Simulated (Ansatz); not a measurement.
`FC1([SiH3])CB1Cl` at its PBE0-D4/def2-TZVP geometry, where that method's forces vanish. Charge 0, multiplicity 1.

```xyz
11

F     1.7917    0.8167    0.0520
C     0.5882    0.1311    0.0301
Si   -0.5804    0.7447   -1.3024
C    -0.0733   -0.2038    1.3944
B     0.4992   -1.3068    0.5287
Cl    1.0281   -2.9276    0.4075
H    -0.9717    2.1542   -1.0377
H    -1.7901   -0.1197   -1.2609
H     0.0649    0.6403   -2.6340
H     0.5488   -0.0229    2.2744
H    -1.1055    0.0939    1.5479
```

Question: What forces (eV/Å) does PBE-D4/def2-TZVPP give on these atoms in Ansatz? (Best estimate.)

Answer: The calculation gave: 
```
F1   0.601  0.369 -0.008
C2  -0.299 -0.171 -0.150
Si3 -0.032 -0.015 -0.030
C4  -0.094 -0.039  0.128
B5  -0.048 -0.105 -0.072
Cl6  0.085 -0.227 -0.004
H7  -0.046  0.154  0.024
H8  -0.128 -0.074 -0.007
H9   0.066 -0.009 -0.141
H10  0.105  0.033  0.203
H11 -0.209  0.084  0.057
```
